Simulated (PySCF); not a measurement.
PySCF job for H3IO2Si, SMILES O[SiH](O)I, PBE0-D3(BJ)/def2-SVP. Geometry: PBE0-D3(BJ)/def2-SVP. The def2 effective core potentials stand for the cores of I; spin–orbit coupling is left out. Other conformers were not sampled.

```python
import numpy as np
from pyscf import gto, scf, dft, df
from pyscf.hessian import thermo

mol = gto.M(
    atom='''
    Si   -1.16981630   -0.06992629    0.75776916
    O    -2.17200321   -0.87743162   -0.27895379
    O    -1.65694627    1.47502399    1.06866853
    I     0.99545575   -0.07812670   -0.36576158
    H    -1.06172743   -0.72446209    2.08016283
    H    -3.06707058   -1.04149160    0.03747075
    H    -1.62133294    2.10489822    0.34124436
    ''',
    basis='def2-SVP',
    ecp={'I': 'def2-svp'},
    charge=0,
    spin=0,
    max_memory=1600,
    verbose=3,
)
mf = dft.RKS(mol, xc='pbe0').density_fit(auxbasis='def2-universal-jkfit')
mf.disp = 'd3bj'
mf.grids.level = 3
mf.conv_tol = 1e-11
mf.max_cycle = 100
mf.kernel()

# [left out here: the lines that compute and print the analytic Hessian (its translational invariance restored by hand, since the grid's response is missing), thermochemistry and intensities]
```

Output:

```
converged SCF energy = -739.0986958064

WARN: DFTD3 does not support analytical Hessian, using finite difference


WARN: Mole.unit (angstrom) is changed to Bohr

Mode                                 0                   1                   2
Irrep
Freq [cm^-1]                      157.3366            185.8936            204.5637
Reduced mass [au]                   1.9020              1.5951              4.3570
Force const [Dyne/A]                0.0277              0.0325              0.1074
Char temp [K]                     226.3723            267.4595            294.3216
Normal mode                   x     y     z       x     y     z       x     y     z
       0  Si                -0.02 -0.04 -0.02   -0.00 -0.05 -0.01    0.03  0.01  0.04
       1   O                -0.05 -0.02 -0.01   -0.08 -0.04  0.05    0.17 -0.03 -0.06
       2   O                 0.14  0.01 -0.04    0.06 -0.02 -0.06    0.05  0.02 -0.01
       3   I                -0.01  0.01  0.01    0.00  0.01  0.00   -0.04 -0.00  0.00
       4   H                -0.10 -0.06 -0.03    0.02 -0.03 -0.00   -0.06  0.02  0.05
       5   H                 0.14 -0.56  0.24   -0.27  0.62 -0.17    0.07  0.11 -0.27
       6   H                 0.30  0.02 -0.03    0.35  0.01 -0.02    0.30  0.05  0.02
Mode                                 3                   4                   5
Irrep
Freq [cm^-1]                      291.9126            355.9903            393.1669
Reduced mass [au]                   1.6702              5.0690              4.2703
Force const [Dyne/A]                0.0839              0.3785              0.3889
Char temp [K]                     419.9973            512.1908            565.6796
Normal mode                   x     y     z       x     y     z       x     y     z
       0  Si                -0.05  0.04 -0.01   -0.01 -0.04  0.10    0.12  0.01 -0.07
       1   O                -0.00 -0.06  0.02   -0.01  0.12 -0.01   -0.01  0.05  0.03
       2   O                -0.08  0.02  0.06   -0.08 -0.03 -0.08   -0.06 -0.06 -0.03
       3   I                 0.02 -0.01 -0.01    0.01  0.00 -0.01   -0.02 -0.00  0.01
       4   H                -0.07  0.00 -0.03   -0.10 -0.06  0.10    0.21 -0.03 -0.10
       5   H                 0.00 -0.09  0.02    0.06 -0.12  0.03    0.08  0.00  0.24
       6   H                 0.62  0.29  0.32    0.31 -0.07 -0.10    0.25  0.09  0.12
Mode                                 6                   7                   8
Irrep
Freq [cm^-1]                      722.1091            771.4680            843.2355
Reduced mass [au]                   1.0514              1.4213              1.6985
Force const [Dyne/A]                0.3230              0.4984              0.7116
Char temp [K]                    1038.9542           1109.9706           1213.2282
Normal mode                   x     y     z       x     y     z       x     y     z
       0  Si                -0.02  0.00 -0.00   -0.01  0.00 -0.01   -0.02  0.01 -0.05
       1   O                -0.00  0.02  0.03    0.02  0.04  0.05    0.06  0.05  0.12
       2   O                 0.00  0.01 -0.00    0.04 -0.09 -0.06   -0.00 -0.03  0.01
       3   I                -0.00 -0.00  0.00   -0.00  0.00 -0.00   -0.00 -0.00 -0.00
       4   H                 0.72 -0.04 -0.10   -0.17  0.28  0.14   -0.44 -0.42 -0.23
       5   H                -0.13 -0.31 -0.54   -0.05 -0.13 -0.27   -0.02 -0.07 -0.22
       6   H                 0.09 -0.08 -0.08   -0.25  0.46  0.43    0.05 -0.23 -0.17
Mode                                 9                  10                  11
Irrep
Freq [cm^-1]                      873.3639            897.6386            973.1192
Reduced mass [au]                   1.5857              1.5009              6.0254
Force const [Dyne/A]                0.7126              0.7126              3.3618
Char temp [K]                    1256.5762           1291.5021           1400.1018
Normal mode                   x     y     z       x     y     z       x     y     z
       0  Si                -0.07  0.03  0.02   -0.05  0.03 -0.04    0.03  0.11  0.05
       1   O                 0.06  0.01 -0.00    0.04  0.03  0.02   -0.08 -0.06 -0.05
       2   O                 0.04 -0.06 -0.05    0.02 -0.10  0.03    0.03 -0.11 -0.02
       3   I                 0.00 -0.00 -0.00    0.00  0.00  0.00    0.00 -0.00 -0.00
       4   H                 0.37 -0.38 -0.23    0.07  0.57  0.22   -0.13 -0.15 -0.06
       5   H                 0.15  0.24  0.40    0.07  0.08  0.15   -0.11 -0.10 -0.17
       6   H                -0.09  0.12  0.12    0.21 -0.38 -0.21    0.05 -0.16 -0.05
Mode                                12                  13                  14
Irrep
Freq [cm^-1]                     2304.7241           3907.5377           3919.2130
Reduced mass [au]                   1.0420              1.0666              1.0669
Force const [Dyne/A]                3.2612              9.5954              9.6550
Char temp [K]                    3315.9849           5622.0768           5638.8749
Normal mode                   x     y     z       x     y     z       x     y     z
       0  Si                 0.00 -0.02  0.03    0.00 -0.00 -0.00    0.00 -0.00 -0.00
       1   O                -0.00 -0.00  0.00    0.06  0.01 -0.02   -0.01 -0.00  0.00
       2   O                -0.00  0.00  0.00    0.00  0.00 -0.01    0.00  0.04 -0.04
       3   I                -0.00 -0.00  0.00   -0.00  0.00  0.00    0.00 -0.00 -0.00
       4   H                -0.08  0.44 -0.87   -0.00 -0.00 -0.00    0.00 -0.00  0.00
       5   H                 0.00 -0.00  0.00   -0.90 -0.17  0.30    0.10  0.02 -0.03
       6   H                 0.00 -0.00  0.00   -0.00 -0.07  0.08   -0.03 -0.64  0.71
temperature 298.1500 [K]
pressure 101325.00 [Pa]
Rotational constants [GHz] 6.53000 1.49498 1.28830
Symmetry number 1
Zero-point energy (ZPE) 0.03828 [Eh]   100493.928 [J/mol]
                           tot       elec      trans        rot        vib
Entropy [J/mol/K]       338.443      0.000    174.186    115.637     48.620
Cv [J/mol/K]             82.866      0.000     12.472     12.472     57.923
Cp [J/mol/K]             91.181      0.000     20.786     12.472     57.923
Internal energy [J/mol]                      3718.434   3718.434 109110.060
Internal energy [Eh]   -739.05431  -739.09870
Enthalpy [J/mol]                             6197.391   3718.434 109110.060
Enthalpy [Eh]          -739.05336
Gibbs free energy [J/mol]                  -45736.115 -30758.651  94613.943
Gibbs free energy [Eh] -739.09179
static polarisability / bohr^3: [[ 63.32   -0.227 -11.177]
 [ -0.231  41.472  -0.424]
 [-11.177  -0.424  45.842]]
largest difference of analytic and finite-field dipole derivatives / e: 0.0010979756781621663
mode   freq/cm-1   IR/(km/mol)   Raman/(A^4/amu)   depolarisation
   1      157.34        59.372             4.073            0.708
   2      185.89        45.841             0.663            0.722
   3      204.56         3.935             2.002            0.545
   4      291.91        59.099             3.418            0.535
   5      355.99        75.146             3.392            0.585
   6      393.17       148.639             6.604            0.144
   7      722.11       179.819            13.069            0.620
   8      771.47        90.051             1.331            0.172
   9      843.24        73.636             7.081            0.498
  10      873.36       412.778             7.804            0.274
  11      897.64        44.756             6.744            0.599
  12      973.12       151.890             1.261            0.749
  13     2304.72       104.107           156.407            0.203
  14     3907.54       125.335           174.463            0.347
  15     3919.21       114.503            76.430            0.196
max |gradient| / (hartree/bohr): 3.596525896704873e-05
APT charges: [ 1.8553 -0.9012 -0.9166 -0.4078 -0.2909  0.3229  0.3382]
```

The run converged.
